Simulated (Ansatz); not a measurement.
Cartesian coordinates (Å):
```xyz
4

B      0.6120     0.0150     0.0336
N     -0.6908    -0.0148    -0.0227
H      1.7837     0.0435     0.0848
H     -1.7049    -0.0437    -0.0707
```
Charge +1, spin multiplicity 2.

Method: frozen-core CCSD(T)/cc-pVTZ // PBE0-D4/def2-TZVP (Ansatz, a quantum-chemistry and plane-wave program).

* **HF energy**: -79.97936 Ha
* **MP2 correlation energy**: -0.23378 Ha

**Question.** Estimate the CCSD correlation energy, the (T) correction, the total energy and the T1 diagnostic.

**Answer.** 
The CCSD correlation energy is -0.25734 Ha. The (T) correction is -0.00895 Ha. The CCSD(T) total energy is -80.24565 Ha and the T1 diagnostic is 0.016.
